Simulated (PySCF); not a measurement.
**`NC(=O)C=C1CCC1` in a uniform electric field**

Compound: C₆H₉NO.
Cartesian coordinates in Å at the GFN2-xTB level; atoms count from 1:
```
atom  x, y, z in Å
N1     3.244    0.261   -0.037
C2     1.921    0.420   -0.318
O3     1.551    1.071   -1.277
C4     1.016   -0.252    0.631
C5    -0.305   -0.183    0.501
C6    -1.206    0.487   -0.488
C7    -2.418   -0.067    0.284
C8    -1.457   -0.742    1.282
H9     3.921    0.686   -0.647
H10    3.569   -0.286    0.739
H11    1.463   -0.806    1.445
H12   -1.085    0.127   -1.508
H13   -1.108    1.571   -0.507
H14   -3.058    0.695    0.724
H15   -3.034   -0.760   -0.283
H16   -1.523   -0.381    2.308
H17   -1.498   -1.831    1.301
```

Level: PBE0/def2-SVPD (PySCF); nuclei fixed, core orbitals frozen in the response. Permanent dipole (0.585, -1.822, 2.622) D (1 au = 2.5417 D). Static polarisability (au):

```
x   113.72   2.75  -2.49
y     2.75  64.21 -10.87
z    -2.49 -10.87  72.38
```

Only the terms in μ and α are kept: μ(F) = μ + αF and ΔE = −μ·F − ½ F·αF.

(1) Apply 0.01 au along ±x, ±y and ±z in turn. Tabulate induced and total dipoles and both energy terms.

(2) For the field (-0.0040, 0.0010, 0.0090) au, what is the induced dipole, and what angle does it make with the field?

(3) Which field along μ doubles the dipole in that direction (linear response)?

(4) What field makes μF equal to kT at 298 K?

(5) Induction energy −ᾱe²/2R⁴ of a unit charge at 15 Å, the molecule taken as a point?

Answers

(1) 
```json
{"field along": "+x", "induced x (D)": "2.890", "induced y (D)": "0.070", "induced z (D)": "-0.063", "total size (D)": "4.658", "−μ·F (kJ/mol)": "-6.043", "−½F·αF (kJ/mol)": "-14.929"}
{"field along": "−x", "induced x (D)": "-2.890", "induced y (D)": "-0.070", "induced z (D)": "0.063", "total size (D)": "4.013", "−μ·F (kJ/mol)": "+6.043", "−½F·αF (kJ/mol)": "-14.929"}
{"field along": "+y", "induced x (D)": "0.070", "induced y (D)": "1.632", "induced z (D)": "-0.276", "total size (D)": "2.443", "−μ·F (kJ/mol)": "+18.820", "−½F·αF (kJ/mol)": "-8.429"}
{"field along": "−y", "induced x (D)": "-0.070", "induced y (D)": "-1.632", "induced z (D)": "0.276", "total size (D)": "4.538", "−μ·F (kJ/mol)": "-18.820", "−½F·αF (kJ/mol)": "-8.429"}
{"field along": "+z", "induced x (D)": "-0.063", "induced y (D)": "-0.276", "induced z (D)": "1.840", "total size (D)": "4.958", "−μ·F (kJ/mol)": "-27.084", "−½F·αF (kJ/mol)": "-9.502"}
{"field along": "−z", "induced x (D)": "0.063", "induced y (D)": "0.276", "induced z (D)": "-1.840", "total size (D)": "1.850", "−μ·F (kJ/mol)": "+27.084", "−½F·αF (kJ/mol)": "-9.502"}
```

(2) αF = (-1.206, -0.113, 1.653) D, at 15.1° to the field. The polarisability along this direction, F·αF/F², is 78.65 au, against a mean of 83.44 au.

(3) The polarisability along the dipole is 79.72 au, so F = 1.2771 au / 79.72 au = 0.0160 au = 0.82 V/Å; higher-order terms are ignored.

(4) kT = 0.9437 × 10⁻³ Eh, so F = 0.000739 au = 3.8 MV/cm.

(5) R = 28.35 bohr, so the energy is −83.4/(2 × 28.35⁴) Eh = -0.17 kJ/mol. The charge–dipole term at its most favourable orientation, −μe/R², is -4.17 kJ/mol.

The structure is a single GFN2-xTB conformer in the gas phase; no vibrational or solvent corrections.
